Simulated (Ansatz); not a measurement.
In₇Sb₈H₂₄, a nanocrystal cut from zinc blende InSb (hydrogen-capped). Charge 0, multiplicity 2. Geometry PBE-D4/def2-SVP; atoms count from 1.

```xyz
39

In    2.6855   -3.8624   -2.9640
In   -2.3725   -2.6774   -1.7204
In    0.8160    1.0820   -3.7341
In    1.3403   -0.5488    1.0962
In   -0.5498    3.8738   -0.6686
In   -3.7353    0.1133    1.3465
In   -0.6785    3.0407    4.6059
Sb    2.5459   -1.2741   -4.2088
Sb   -0.1063   -4.4011   -2.5348
Sb    2.9926   -2.7141   -0.3323
Sb   -1.4125   -1.4715    0.7148
Sb    1.1665    1.5718   -0.9156
Sb    1.1804    1.0051    3.7460
Sb   -0.3021    4.5690    2.1992
Sb   -2.9538    1.4411    3.8753
H     3.6743   -5.0942   -3.6986
H    -3.5880   -3.8634   -1.3367
H    -2.3580   -1.4785   -2.9764
H    -0.7619    0.4032   -3.9879
H     1.6502    2.3121   -4.6408
H    -2.2020    3.3460   -0.7521
H     0.2130    5.2452   -1.4227
H    -5.0166   -0.9336    1.8883
H    -3.8001    1.4635    0.2566
H    -0.6958    3.8745    6.1353
H     2.6767   -1.5771   -5.9003
H     4.1826   -0.7634   -4.0477
H    -0.5791   -5.4145   -3.8461
H    -0.0024   -5.6985   -1.4071
H     3.1575   -4.0734    0.7200
H     4.6646   -2.2940   -0.2327
H    -1.5587   -2.7738    1.8355
H     2.7327    2.2921   -0.8764
H     2.7383    1.6589    4.1031
H     1.2307   -0.1202    5.0549
H     1.2909    5.1697    2.4584
H    -1.0580    6.0875    2.5041
H    -2.8939    0.2359    5.1039
H    -4.3136    2.2485    4.5602
```

In the def2 sets In, Sb take a core potential; there is no spin–orbit coupling. Single mean-field runs in def2-SVP are fitted with def2-universal-jkfit.

(1) Estimate the Mulliken populations of the heavy atoms from the PBE0/def2-SVP orbitals of Ansatz.

(2) Where does the spin sit?

(3) And the Mayer bond orders between heavy atoms (over 0.3)?

Answers

(1) 
```
atom  charge (e)  spin (α − β)
 In1        0.18          0.10
 In2        0.21          0.01
 In3        0.21          0.01
 In4        0.20          0.40
 In5        0.21          0.01
 In6        0.21          0.01
 In7        0.18          0.10
 Sb8        0.00          0.00
 Sb9        0.00          0.00
Sb10        0.00          0.08
Sb11       -0.22          0.07
Sb12       -0.22          0.07
Sb13        0.00          0.08
Sb14        0.00          0.00
Sb15        0.00          0.00
```
Mulliken values depend strongly on the basis.

(2) Summed by element: In 0.62, Sb 0.30, H 0.08, of 1 unpaired in all. Largest on single atoms: In4 0.40, In7 0.10, In1 0.10.

(3) In1–Sb8 0.76 (2.88 Å); In1–Sb9 0.76 (2.88 Å); In1–Sb10 0.73 (2.89 Å); In2–Sb9 0.54 (2.96 Å); In2–Sb11 0.74 (2.88 Å); In3–Sb8 0.54 (2.96 Å); In3–Sb12 0.74 (2.88 Å); In4–Sb10 0.43 (3.08 Å); In4–Sb11 0.70 (2.93 Å); In4–Sb12 0.70 (2.93 Å); In4–Sb13 0.43 (3.08 Å); In5–Sb12 0.74 (2.88 Å); In5–Sb14 0.54 (2.96 Å); In6–Sb11 0.74 (2.88 Å); In6–Sb15 0.54 (2.96 Å); In7–Sb13 0.73 (2.89 Å); In7–Sb14 0.76 (2.88 Å); In7–Sb15 0.76 (2.88 Å).
